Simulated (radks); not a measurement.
Results of a calculation; reference values are marked as such.
Initial-state core-level shifts of the bromine ion Br3+ when its valence configuration changes from [Ar] 3d10 4s2 4p2. Level of theory: Dirac Kohn-Sham, PBE, spin-unpolarised, spherical densities, point nucleus; open shells fill j = l - 1/2 first (a radial shooting solver on a logarithmic mesh with Libxc functionals). Shifts are changes of the shell-averaged eigenvalues in eV (positive: less bound).

3d10 4s1 4p3: 1s -1.618; 2p -1.562; 3s -1.594; 3p -1.584
3d10 4s0.5 4p3.5: 1s -2.413; 2p -2.329; 3s -2.378; 3p -2.363
3d8 4s0.5 4p5.5: 1s -36.006; 2p -39.258; 3s -30.500; 3p -30.052
3d9.5 4s2 4p2.5: 1s -8.174; 2p -8.943; 3s -7.011; 3p -6.895
3d9 4s2 4p3: 1s -16.548; 2p -18.124; 3s -14.084; 3p -13.857
3d8 4s1 4p5: 1s -35.308; 2p -38.576; 3s -29.807; 3p -29.364
3d9 4p5: 1s -19.546; 2p -21.036; 3s -17.047; 3p -16.800
3d9.5 4s1.5 4p3: 1s -8.962; 2p -9.705; 3s -7.787; 3p -7.666
3d8 4s2 4p4: 1s -33.890; 2p -37.191; 3s -28.402; 3p -27.968
